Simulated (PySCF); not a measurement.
A structure optimised at PBE0-D3(BJ)/def2-SVP, used in a PySCF frequency run:

```xyz
12

O     -0.8100     1.9017     0.6927
C     -0.5773     0.8292     0.2153
C      0.6455     0.0294    -0.0682
C      1.9324     0.3758    -0.0940
F      2.8948    -0.4652    -0.4196
C     -0.1687    -1.2096    -0.3565
C     -1.4429    -0.3309    -0.3260
F     -2.4724    -0.7564     0.4455
H      2.2895     1.3819     0.1473
H     -0.1663    -1.9213     0.4843
H      0.0396    -1.7489    -1.2911
H     -1.8181    -0.0943    -1.3385
```
Charge 0, spin multiplicity 1.

Problem. Write its SMILES and formula.

Solution. O=C1/C(=C/F)C[C@H]1F, C₅H₄F₂O

Problem. What are its rotational constants (standard atomic weights)?

Solution. 4.0133, 1.3022, 1.0144 GHz
